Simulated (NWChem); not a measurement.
Everything below was run with NWChem. System: CF (+1), charge 1, spin multiplicity 1, at a geometry optimised with PBE0/def2-SVP. The structure started from a generated list of species. Level: BP86/def2-QZVP.

Job file:

```
start mol
memory heap 200 mb stack 900 mb global 1100 mb
charge 1
geometry units angstroms nocenter noautoz
  C      0.000000     0.000000     0.692096
  F      0.000000     0.000000    -0.461397
  symmetry group C2v
end
basis spherical
  * library def2-qzvp
end
dft
  xc becke88 perdew86
  semidirect memsize 60000000 filesize 0
  iterations 100
end
task dft energy
```

Part of the output:

```
             Northwest Computational Chemistry Package (NWChem) 7.3.0
             --------------------------------------------------------

                                NWChem Input Module
                                -------------------

 Scaling coordinates for geometry "geometry" by  1.889725989
 (inverse scale =  0.529177249)

 Turning off AUTOSYM since
 SYMMETRY directive was detected!

                             Geometry "geometry" -> ""
                             -------------------------

 Output coordinates in angstroms (scale by  1.889725989 to convert to a.u.)

  No.       Tag          Charge          X              Y              Z
 ---- ---------------- ---------- -------------- -------------- --------------
    1 C                    6.0000     0.00000000     0.00000000     0.69209600
    2 F                    9.0000     0.00000000     0.00000000    -0.46139700

 Effective nuclear repulsion energy (a.u.)      24.7730774664

            Nuclear Dipole moment (a.u.)
            ----------------------------
        X                 Y               Z
 ---------------- ---------------- ----------------
     0.0000000000     0.0000000000     0.0000056692

      Symmetry information
      --------------------

 Group name             C2v
 Group number             16
 Group order               4
 No. of unique centers     2

      Symmetry unique atoms

     1    2


 Summary of "ao basis" -> "" (spherical)
 ------------------------------------------------------------------------------
       Tag                 Description            Shells   Functions and Types
 ---------------- ------------------------------  ------  ---------------------
 *                         def2-qzvp                  on all atoms

  perdew86 is a nonlocal functional; adding perdew81 local functional.

                                 NWChem DFT Module
                                 -----------------

 Summary of "ao basis" -> "ao basis" (spherical)
 ------------------------------------------------------------------------------
       Tag                 Description            Shells   Functions and Types
[...]
    11      0.133514  1 C  px                14      0.069456  1 C  px
    74      0.058544  2 F  px                28      0.031117  1 C  d  1

 Vector    7  Occ=2.000000D+00  E=-7.434742D-01  Symmetry=a1
              MO Center=  7.8D-17, -4.2D-17,  9.2D-01, r^2= 8.2D-01
   Bfn.  Coefficient  Atom+Function         Bfn.  Coefficient  Atom+Function
  ----- ------------  ---------------      ----- ------------  ---------------
     6      0.564022  1 C  s                  5      0.255517  1 C  s
    10      0.221194  1 C  pz                 7      0.205463  1 C  s
    13      0.180357  1 C  pz                67     -0.144202  2 F  pz
    70     -0.134312  2 F  pz                 3     -0.115078  1 C  s
    73     -0.110989  2 F  pz                16      0.100482  1 C  pz

 Vector    8  Occ=0.000000D+00  E=-5.136794D-01  Symmetry=b2
              MO Center= -4.9D-31,  2.0D-15,  5.4D-01, r^2= 9.7D-01
   Bfn.  Coefficient  Atom+Function         Bfn.  Coefficient  Atom+Function
  ----- ------------  ---------------      ----- ------------  ---------------
    12      0.392323  1 C  py                 9      0.375383  1 C  py
    15      0.362673  1 C  py                66     -0.201967  2 F  py
    69     -0.183724  2 F  py                72     -0.181498  2 F  py
    75     -0.114290  2 F  py                18      0.072077  1 C  py

 Vector    9  Occ=0.000000D+00  E=-5.136794D-01  Symmetry=b1
              MO Center= -9.4D-16,  2.3D-31,  5.4D-01, r^2= 9.7D-01
   Bfn.  Coefficient  Atom+Function         Bfn.  Coefficient  Atom+Function
  ----- ------------  ---------------      ----- ------------  ---------------
    11      0.392323  1 C  px                 8      0.375383  1 C  px
    14      0.362673  1 C  px                65     -0.201967  2 F  px
    68     -0.183724  2 F  px                71     -0.181498  2 F  px
    74     -0.114290  2 F  px                17      0.072077  1 C  px

 Vector   10  Occ=0.000000D+00  E=-1.901829D-01  Symmetry=a1
              MO Center=  1.7D-32, -1.2D-31,  1.4D-02, r^2= 3.1D+00
   Bfn.  Coefficient  Atom+Function         Bfn.  Coefficient  Atom+Function
  ----- ------------  ---------------      ----- ------------  ---------------
    64      1.791588  2 F  s                  7     -1.496883  1 C  s
    16      0.993636  1 C  pz                19      0.582180  1 C  pz
     6     -0.479800  1 C  s                 73      0.481295  2 F  pz
    13      0.437092  1 C  pz                76      0.389949  2 F  pz
    63      0.283725  2 F  s                 32     -0.180267  1 C  d  0

 center of mass
 --------------
 x =   0.00000000 y =   0.00000000 z =  -0.02808234

 moments of inertia (a.u.)
 ------------------
          34.945124610691           0.000000000000           0.000000000000
           0.000000000000          34.945124610691           0.000000000000
           0.000000000000           0.000000000000           0.000000000000

     Multipole analysis of the density
     ---------------------------------

     L   x y z        total         alpha         beta         nuclear
     -   - - -        -----         -----         ----         -------
     0   0 0 0      1.000000     -7.000000     -7.000000     15.000000

     1   1 0 0     -0.000000     -0.000000     -0.000000      0.000000
     1   0 1 0     -0.000000     -0.000000     -0.000000      0.000000
     1   0 0 1      0.318324      0.159159      0.159159      0.000006

     2   2 0 0     -5.744299     -2.872150     -2.872150      0.000000
     2   1 1 0     -0.000000     -0.000000     -0.000000      0.000000
     2   1 0 1      0.000000      0.000000      0.000000      0.000000
     2   0 2 0     -5.744299     -2.872150     -2.872150      0.000000
     2   0 1 1      0.000000      0.000000      0.000000      0.000000
     2   0 0 2     -5.460579    -11.282928    -11.282928     17.105277

 Task  times  cpu:        1.9s     wall:        1.9s

 Total times  cpu:        1.9s     wall:        1.9s
```
